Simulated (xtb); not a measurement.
Cl2Sc, charge +1, singlet, from a rough starting geometry (GFN-xTB shapes and energies of metal compounds can be far from the true ones) (the multiplicity is a formal guess); xtb with GFN2-xTB.

Input for xtb:
```
$ xtb mol.xyz --gfn 2 --chrg 1 --opt vtight --json

# file mol.xyz
3

Sc     0.12403217    -0.00635298     0.13495535
Cl     1.48885705     0.40451157    -1.59087925
Cl    -1.67306146    -0.42264514     1.44871889
```

Q: Write the output that xtb gives for this input, abridged.

A: 
```
   ID    Z sym.   atoms
    1   21 Sc     1
    2   17 Cl     2, 3

           -------------------------------------------------
          |                Calculation Setup                |
           -------------------------------------------------

           -------------------------------------------------
          |                 G F N 2 - x T B                 |
           -------------------------------------------------

          ...................................................
          :                      SETUP                      :
          :.................................................:
          :  # basis functions                  30          :
          :  # atomic orbitals                  27          :
          :  # shells                            9          :
          :  # electrons                        16          :
          :  max. iterations                   250          :
          :  Hamiltonian                  GFN2-xTB          :
          :  restarted?                      false          :
          :  GBSA solvation                  false          :
          :  PC potential                    false          :
          :  electronic temp.          300.0000000     K    :
          :  accuracy                    1.0000000          :
          :  -> integral cutoff          0.2500000E+02      :
          :  -> integral neglect         0.1000000E-07      :
          :  -> SCF convergence          0.1000000E-05 Eh   :
          :  -> wf. convergence          0.1000000E-03 e    :
          :  Broyden damping             0.4000000          :
          :  net charge                          1          :
          :  unpaired electrons                  0          :
          ...................................................

 iter      E             dE          RMSdq      gap      omega  full diag
   1     -6.9245946 -0.692459E+01  0.331E+01    0.02       0.0  T
   2     -9.1035704 -0.217898E+01  0.195E+01   11.94       1.0  T
   3     -9.5000700 -0.396500E+00  0.182E+01    5.65       1.0  T
   4     -9.0577939  0.442276E+00  0.238E+01   12.48       1.0  T
   5      3.4478533  0.125056E+02  0.731E+01    0.13       1.0  T
   6      3.5346642  0.868109E-01  0.734E+01    0.14       1.0  T
   7      3.5251995 -0.946467E-02  0.734E+01    0.14       1.0  T
   8     -4.4504673 -0.797567E+01  0.399E+01    0.29       1.0  T
   9     -5.5650820 -0.111461E+01  0.356E+01    0.14       1.0  T
  10     -4.5511479  0.101393E+01  0.395E+01    0.27       1.0  T
  11     -4.5530293 -0.188141E-02  0.395E+01    0.27       1.0  T
  12     -9.7133241 -0.516029E+01  0.684E+00    1.22       1.0  T
  13     -9.6663755  0.469486E-01  0.571E+00    3.24       1.0  T
  14     -9.7162387 -0.498632E-01  0.534E+00    1.30       1.0  T
  15     -9.7098983  0.634032E-02  0.537E+00    1.07       1.0  T
  16     -9.7119000 -0.200170E-02  0.448E+00    1.11       1.0  T
  17     -9.7033808  0.851928E-02  0.425E+00    0.93       1.0  T
  18     -9.7091915 -0.581070E-02  0.314E+00    1.01       1.0  T
  19     -9.6918101  0.173814E-01  0.374E+00    0.75       1.0  T
  20     -9.7133427 -0.215326E-01  0.275E+00    1.09       1.0  T
  21     -9.7136037 -0.261003E-03  0.280E+00    1.10       1.0  T
  22     -9.7156284 -0.202473E-02  0.280E+00    1.18       1.0  T
  23     -9.7171867 -0.155825E-02  0.276E+00    1.27       1.0  T
  24     -9.7174360 -0.249316E-03  0.276E+00    1.29       1.0  T
  25     -9.7171863  0.249719E-03  0.274E+00    1.27       1.0  T
  26     -9.7171905 -0.421876E-05  0.274E+00    1.27       1.0  T
  27     -9.7173065 -0.115985E-03  0.274E+00    1.28       1.0  T
  28     -9.7167388  0.567653E-03  0.273E+00    1.24       1.0  T
  29     -9.7150532  0.168565E-02  0.271E+00    1.14       1.0  T
  30     -9.7145224  0.530724E-03  0.255E+00    1.11       1.0  T
  31     -9.7150925 -0.570029E-03  0.233E+00    1.14       1.0  T
  32     -9.7151108 -0.183213E-04  0.224E+00    1.13       1.0  T
[...]
 * total energy  :    -9.7034767 Eh     change       -0.3702219E-03 Eh
 * total energy  :    -9.7035088 Eh     change       -0.3209527E-04 Eh
 * total energy  :    -9.7036388 Eh     change       -0.1300280E-03 Eh
 * total energy  :    -9.6988862 Eh     change        0.4752640E-02 Eh
 * total energy  :    -9.7034407 Eh     change       -0.4554576E-02 Eh
 * total energy  :    -9.7038634 Eh     change       -0.4226961E-03 Eh
 * total energy  :    -9.7039132 Eh     change       -0.4972698E-04 Eh
 * total energy  :    -9.7039189 Eh     change       -0.5684305E-05 Eh
 * total energy  :    -9.7039402 Eh     change       -0.2132738E-04 Eh
 * total energy  :    -9.7039506 Eh     change       -0.1041014E-04 Eh
 * total energy  :    -9.7039514 Eh     change       -0.7620592E-06 Eh
 * total energy  :    -9.7039514 Eh     change       -0.5880954E-07 Eh
   *** GEOMETRY OPTIMIZATION CONVERGED AFTER 13 ITERATIONS ***
         :: total energy              -9.703951415033 Eh    ::
[...]
         :::::::::::::::::::::::::::::::::::::::::::::::::::::

           -------------------------------------------------
          |                Property Printout                |
           -------------------------------------------------

    * Orbital Energies and Occupations

         #    Occupation            Energy/Eh            Energy/eV
      -------------------------------------------------------------
         1        2.0000           -1.3043991             -35.4945
         2        2.0000           -1.2745515             -34.6823
         3        2.0000           -0.7375769             -20.0705
         4        2.0000           -0.6782187             -18.4553
         5        2.0000           -0.6681086             -18.1802
         6        2.0000           -0.6581423             -17.9090
         7        2.0000           -0.6468023             -17.6004
         8        2.0000           -0.6457224             -17.5710 (HOMO)
         9                         -0.5817982             -15.8315 (LUMO)
        10                         -0.5743039             -15.6276
        11                         -0.5724125             -15.5761
        12                         -0.5710803             -15.5399
        13                         -0.5710334             -15.5386
        14                         -0.5016407             -13.6503
        15                         -0.3378700              -9.1939
        16                         -0.1995056              -5.4288
        17                         -0.1961437              -5.3373
        18                         -0.1941444              -5.2829
        19                         -0.1930617              -5.2535
       ...                                ...                  ...
        27                          0.3487451               9.4898
      -------------------------------------------------------------
                  HL-Gap            0.0639243 Eh            1.7395 eV
             Fermi-level           -0.6136119 Eh          -16.6972 eV

     #   Z          covCN         q      C6AA      α(0)
     1  21 Sc       1.476     0.924   265.815    34.640
     2  17 Cl       0.738     0.038    97.821    15.128
     3  17 Cl       0.738     0.038    97.821    15.128

 Mol. C6AA /au·bohr⁶  :       1265.837215
 Mol. C8AA /au·bohr⁸  :      96158.440316
 Mol. α(0) /au        :         64.896546

Wiberg/Mayer (AO) data.
largest (>0.10) Wiberg bond orders for each atom

 ---------------------------------------------------------------------------
     #   Z sym  total        # sym  WBO       # sym  WBO       # sym  WBO
 ---------------------------------------------------------------------------
     1  21 Sc   2.842 --     3 Cl   1.421     2 Cl   1.421
     2  17 Cl   1.667 --     1 Sc   1.421     3 Cl   0.246
     3  17 Cl   1.667 --     1 Sc   1.421     2 Cl   0.246
 ---------------------------------------------------------------------------

Topologies differ in total number of bonds
Writing topology from bond orders to xtbtopo.mol

molecular dipole:
                 x           y           z       tot (Debye)
 q only:        0.695      -0.016       0.769
   full:        0.787      -0.016       0.866       2.975
molecular quadrupole (traceless):
                xx          xy          yy          xz          yz          zz
 q only:        0.531       0.205      -1.154       0.164      -0.229       0.624
  q+dip:        0.801       0.324      -1.702       0.132      -0.346       0.901
   full:       -0.511      -0.544       0.640       2.731       0.477      -0.130

optimized geometry written to: xtbopt.xyz

           -------------------------------------------------
          | TOTAL ENERGY               -9.703951415033 Eh   |
          | GRADIENT NORM               0.000003893627 Eh/α |
          | HOMO-LUMO GAP               1.739467474363 eV   |
           -------------------------------------------------

normal termination of xtb
```
